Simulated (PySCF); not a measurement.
Species: o-benzoquinone, C6H4O2.
Geometry (PBE0-D3(BJ)/def2-SVP, Å), atoms numbered from 1 in this order:
```xyz
12
C6H4O2 angstrom
O      0.2830    2.6148    0.2961
C      0.1151    1.4267    0.1574
C     -1.2156    0.7975    0.1518
C     -1.3415   -0.5368   -0.0017
C     -0.1868   -1.4140   -0.1686
C      1.0782   -0.9460   -0.1825
C      1.3426    0.4936   -0.0264
O      2.4551    0.9640   -0.0346
H     -2.0756    1.4595    0.2771
H     -2.3341   -0.9954   -0.0038
H     -0.3739   -2.4850   -0.2853
H      1.9461   -1.5975   -0.3073
```

Level: PBE0/pcSseg-1 and CAM-B3LYP/def2-SVPD in PySCF, non-relativistic, on one gas-phase PBE0-D3(BJ)/def2-SVP geometry that isn't relaxed in the solvent. The solvent is an IEF-PCM continuum (van der Waals radii × 1.2). Specific hydrogen bonds and non-electrostatic terms are outside this model.

Gas phase at PBE0/pcSseg-1: HOMO -7.43 eV, LUMO -3.79 eV, dipole 5.45 D.

Task: What does the continuum do to the energy, the frontier levels and the dipole at PBE0/pcSseg-1 in benzene and methanol?

Result: 
| solvent | ε | E(solvent) − E(gas) (kcal/mol) | polarisation term (kcal/mol) | distortion of the solute (kcal/mol) | HOMO (eV) | LUMO (eV) | dipole (D) |
| --- | --- | --- | --- | --- | --- | --- | --- |
| benzene | 2.271 | -3.91 | -4.34 | 0.43 | -7.47 | -3.74 | 6.28 |
| methanol | 32.61 | -8.72 | -10.95 | 2.23 | -7.55 | -3.72 | 7.35 |

The polarisation term is half the interaction of the solute with the surface charges that it induces; the rest is the cost of distorting the solute's density. The sum is the electrostatic part of solvation alone. From benzene to methanol the lowering changes by a factor 2.23, Onsager's factor (ε − 1)/(2ε + 1) by 2.08 and ε itself by 14.4.

Task: Which radius a makes the point-dipole formula ΔE = −[(ε − 1)/(2ε + 1)]·μ²/a³ give the value in methanol, with the gas-phase dipole?

Result: μ = 2.144 au and |ΔE| = 0.01390 Eh give a = 2.86 Å; the farthest nucleus lies 2.67 Å from the centroid of the nuclei. The formula assumes a rigid point dipole at the centre of a sphere.

Task: Give the dipole vector in the frame of the coordinates (D, pointing from negative to positive charge), gas and methanol.

Result: Gas (-3.32, -4.31, -0.34), solvent (-4.48, -5.81, -0.45). Its length changes by +35 % and its direction by less than 1°.

Task: Which ESP-fitted charges (PBE0/pcSseg-1) respond most in benzene (means over atoms taken as equivalent)?

Result: 
```
  atoms             environment  gas (e)  solvent (e)  change
  O1/O8           ketone oxygen   -0.448       -0.481  -0.033
  C2/C7  ketone carbonyl carbon   +0.544       +0.562  +0.018
  C3/C6        alkene CH carbon   -0.350       -0.362  -0.012
H10/H11        vinylic hydrogen   +0.163       +0.173  +0.010
  C4/C5        alkene CH carbon   -0.100       -0.091  +0.009
 H9/H12        vinylic hydrogen   +0.191       +0.199  +0.008
```

Task: Which Mayer bond orders change most in benzene?

Result: 
```csv
bond,length (Å),gas,solvent,change
O1–C2,1.208,1.967,1.949,-0.018
C7–O8,1.208,1.966,1.949,-0.017
C2–C3,1.472,1.053,1.059,+0.006
C6–C7,1.472,1.053,1.059,+0.006
C3–C4,1.349,1.724,1.721,-0.003
C5–C6,1.349,1.724,1.721,-0.003
C4–C5,1.460,1.107,1.105,-0.002
C7–C2,1.553,0.845,0.847,+0.002
```

Task: How do the nuclear quadrupole coupling constants eQVzz/h respond in benzene?

Result: 
```csv
nucleus,Q (barn),gas (MHz),solvent (MHz),η gas,η solvent
17O at O1,-0.0256,12.97,12.73,0.61,0.58
17O at O8,-0.0256,12.97,12.73,0.61,0.58
```

Gas phase at CAM-B3LYP/def2-SVPD: HOMO -8.96 eV, LUMO -2.76 eV, dipole 5.87 D.

Task: What does the continuum do to the energy, the frontier levels and the dipole at CAM-B3LYP/def2-SVPD in benzene and methanol?

Result: 
```tsv
solvent	ε	E(solvent) − E(gas) (kcal/mol)	polarisation term (kcal/mol)	distortion of the solute (kcal/mol)	HOMO (eV)	LUMO (eV)	dipole (D)
benzene	2.271	-4.36	-4.90	0.54	-8.97	-2.71	6.83
methanol	32.61	-9.85	-12.70	2.85	-8.83	-2.68	8.10
```

The atom shares or the degeneracy of the HOMO differ from the gas phase in benzene and methanol, so that column needn't follow one orbital. The atom shares or the degeneracy of the LUMO differ from the gas phase in benzene and methanol, so that column needn't follow one orbital.

Task: How does the static polarisability (CAM-B3LYP/def2-SVPD, frozen core, with the continuum's full static response) change?

Result: 
```csv
medium,isotropic (au),principal values (au),⟨r²⟩ of the electrons (bohr²)
gas,73.9,"42.6, 85.2, 93.8",806.3
benzene,85.6,"47.5, 98.7, 110.4",806.2
methanol,102.4,"56.5, 117.0, 133.8",806.2
```

The isotropic value in methanol is 1.39 times the gas-phase one; no cavity-field correction is applied. ⟨r²⟩ is taken about the centre of nuclear charge.
